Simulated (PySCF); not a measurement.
Acid–base and redox partners of NC=O. All species are isolated molecules in the gas phase. One relaxed conformer stands for each flexible species; it need not be the lowest. Strings in code marks are SMILES.

The adiabatic ionisation energy (no zero-point term) from two functionals at the same geometries (B3LYP-D3(BJ)/def2-TZVP), both in PySCF: PBE-D3(BJ)/def2-TZVP and B3LYP-D3(BJ)/def2-TZVP. B3LYP has the VWN-RPA correlation part, as in Gaussian. 

```tsv
species	PBE-D3(BJ)/def2-TZVP (eV)
neutral parent (`NC=O`)	10.01
proton added at N1 (`[NH3+]C=O` (not the most basic site))	17.72
proton added at O3 (`[H]/[O+]=C/N`)	18.21
```

Q: What does B3LYP-D3(BJ)/def2-TZVP give for each?

A: 
- neutral parent (`NC=O`): 10.08
- proton added at N1 (`[NH3+]C=O` (not the most basic site)): 17.83
- proton added at O3 (`[H]/[O+]=C/N`): 18.29
Over these rows, drawn at random from the members with no instability flagged (it was tested for open shells, ions and some series alone), PBE minus B3LYP-D3(BJ): mean -0.08 eV, from -0.11 eV to -0.07 eV.
